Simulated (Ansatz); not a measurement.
Basis-set extrapolation for CH$_{2}$BFOS (`OC1(F)BS1`) (PBE0-D4/def2-TZVP geometry, frozen core, Ansatz). Multiplicity 1, RHF reference.

|  | def2-TZVPP | def2-QZVPP |
| --- | --- | --- |
| HF | -635.632526 | -635.653824 |
| MP2 correlation | -0.914230 | -0.990195 |
| CCSD(T) correlation | -0.976731 | not run |

Energies in hartree. Use E(X) = E(∞) + A·exp(−7.88·√X) for Hartree–Fock and E(X) = E(∞) + B·X^(−2.97) for correlation, with X = 3 and 4, and add CCSD(T) minus MP2 of the smaller set to the MP2 limit.

Task: What is the CCSD(T) energy at the basis-set limit?

Result: HF limit: -635.653824 + (-0.021298) × 0.13774 = -635.65676. MP2 limit: -0.990195 + (-0.075965) × 0.74074 = -1.04647. Higher-order term: -0.976731 − (-0.914230) = -0.06250. Total: -636.76573 hartree, 410.8 kJ/mol below CCSD(T)/def2-TZVPP.
